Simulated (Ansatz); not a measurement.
The cluster Cs₂I₂⁻ (the lowest doublet isomer of a short search) was relaxed with PBE-D4 (def2-SVPD) in Ansatz in these states: charge -1 doublet, charge -1 quartet. The geometries follow in no particular order.

In the def2 sets Cs, I take a core potential; there is no spin–orbit coupling.

A:

```tsv
atom	x (Å)	y (Å)	z (Å)
Cs1	-2.8496	2.1660	-0.2956
Cs2	2.7819	-2.2675	0.1371
I3	-0.8243	-0.9416	1.0804
I4	0.8920	1.0430	-0.9219
```

B:

Cartesian coordinates in Å:
```
Cs 1.778 0.676 -1.582
Cs -1.774 -0.669 1.591
I 1.527 -2.155 0.794
I -1.531 2.148 -0.803
```

Problem. Judge from the bond lengths which geometry belongs to which state (an estimate).

Solution. A is the charge -1 quartet (Cs1–Cs2 7.180 Å, Cs1–I3 3.956 Å, Cs2–I4 3.956 Å); B is the charge -1 doublet (Cs1–Cs2 4.949 Å, Cs1–I3 3.704 Å, Cs2–I4 3.704 Å).

At PBE-D4/def2-SVPD the highest occupied level of the charge -1 quartet lies above zero (up to 0.26 eV). It is a level of α spin, whose loss leaves a triplet; that state wasn't run at this geometry and level. The electron is either unbound and held by the finite basis, or the level is raised by self-interaction error. At PBE-D4/def2-SVPD the highest occupied level of the charge -1 doublet lies above zero (up to 0.50 eV). Energy differences put its binding near zero (0.08 eV; vertical, to the charge 0 singlet, at CCSD(T)/def2-SVPD), which leaves it undecided. At PBE-D4/def2-SVPD the gap within one spin of the charge -1 doublet nearly closes, so an electron or hole may be smeared out by delocalisation error. At PBE0-D4/def2-TZVPD a doublet lies 2.94 eV below the charge -1 quartet. These are the stationary points nearest to one start from a short search; other shapes may lie lower in each state.
